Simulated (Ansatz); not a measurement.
Bond stretch in SMILES [BeH2] (H₂Be), singlet. The Be1–H3 bond (Be1 also carries H; H3 carries nothing else) is varied alone, starting from the PBE0/def2-TZVP optimised geometry.

Levels of theory: RKS-PBE0 = restricted PBE0/aug-cc-pVTZ (Ansatz, a first-principles code); RKS-PBE = Ansatz with restricted PBE/aug-cc-pVTZ; UKS-PBE = unrestricted PBE/aug-cc-pVTZ (Ansatz); UKS-PBE0 = Ansatz with unrestricted PBE0/aug-cc-pVTZ; UCCSD(T) = CCSD(T) on UHF/aug-cc-pVTZ, frozen core run with Ansatz; FCI = full CI/aug-cc-pVTZ, frozen core in Ansatz.

Cost and accuracy over the 22 points of the scan, with FCI as yardstick. Costs are rough ratios of core time within Ansatz on shared cores, each with its mean field (Kohn-Sham runs search longer for lower solutions than correlated ones do); the miss is the largest error against full CI of the curve after the mean shift, in mEh.

Question: Which is the cheapest of these levels that stays within 5.6 mEh of FCI?

Answer: UKS-PBE.

| level | relative cost | largest error |
|---|---|---|
| RKS-PBE0 | 1 | 50.4 |
| RKS-PBE | 1 | 32.7 |
| UKS-PBE | 2 | 4.7 |
| UKS-PBE0 | 2 | 6.5 |
| UCCSD(T) | 7 | 1.5 |

Costs within a factor of two of each other count as equal.

The restricted form behind RKS-PBE0, RKS-PBE keeps the bonding electrons paired and can't separate into open-shell fragments. The unrestricted determinant behind UKS-PBE, UKS-PBE0 is spin-contaminated at 2.67 to 4.71 Å (<S²> up to 1.0, against 0.00 for a pure singlet). The unrestricted determinant behind UCCSD(T) is spin-contaminated at 2.23 to 4.71 Å (<S²> up to 1.0, against 0.00 for a pure singlet).
